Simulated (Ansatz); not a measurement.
`BO` + `CCN` → `BNCC` + H₂O at 700 K and 1 bar (ligand exchange at a B–O bond).

Gas-phase electronic energies from Ansatz, PBE0-D4/def2-TZVP geometries. CCSD(T)/CBS adds triple-zeta CCSD(T) − MP2 to the extrapolated MP2 energy (def2 sets, frozen cores). This one scheme is used for every species. Each species was taken in one conformer, which may not be the lowest.

```
species  CCSD(T)/CBS energy (Eh)  H − E (kJ/mol)  S (J/(mol·K))
   `BO`               -101.80414           126.4          277.4
  `CCN`               -135.01652           298.7          354.6
 `BNCC`               -160.44809           345.2          405.2
    H₂O                -76.37941            80.5          218.4
```

H − E and S are ideal-gas, rigid-rotor, harmonic terms from PBE0-D4/def2-TZVP, for one conformer and one mirror image of each species. 1 Eh = 2625.50 kJ/mol, R = 8.31446 J/(mol·K).

Task: By hand: ΔE, ΔH, ΔS and ΔG.

Result: ΔE = (-160.44809) + (-76.37941) − (-101.80414) − (-135.01652) = -0.00684 Eh = -18.0 kJ/mol. Δ(H − E) = 345.2 + 80.5 − 126.4 − 298.7 = 0.6, so ΔH = -17.4 kJ/mol. ΔS = 405.2 + 218.4 − 277.4 − 354.6 = -8.4 J/(mol·K). ΔG = -17.4 − 700 × (-8.4)/1000 = -11.5 kJ/mol.

Task: By hand: the equilibrium constant, and the temperature at which ΔG would vanish if ΔH and ΔS stayed fixed.

Result: log₁₀ K = −ΔG/(RT ln 10) = 0.9. ΔG = 0 at ΔH/ΔS = 2071 K, though so small a ΔS makes that figure unsure.

TΔS isn't small against ΔH here. A doubt of 5 kJ/mol in ΔE shifts log₁₀ K by 0.4 here. Other conformers and mirror images would add mixing entropy, several J/(mol·K) or more a flexible species. These are equilibria of isolated gas molecules and say nothing of rates. Largest T1 diagnostic: 0.014 (customary marks: 0.02 for closed shells, 0.045 for open ones).
